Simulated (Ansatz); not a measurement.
**Question.** Name a neutral molecule of B, C, N and H with ideal-gas entropy at 298 K and 1 bar (rigid rotor, harmonic PBE0-D4/def2-TZVP) between 275 and 291 J/(mol·K) and size of the dipole moment (B3LYP/def2-TZVPP) between 4.10 and 4.40 D (Ansatz, PBE0-D4/def2-TZVP geometry).

**Answer.** `BC#CN` (286 J/(mol·K), 4.33 D). Other molecules can fit too; these were computed, each in one conformer that needn't be the lowest.

B3LYP here is the variant with VWN-RPA as its local correlation; programs differ in this.
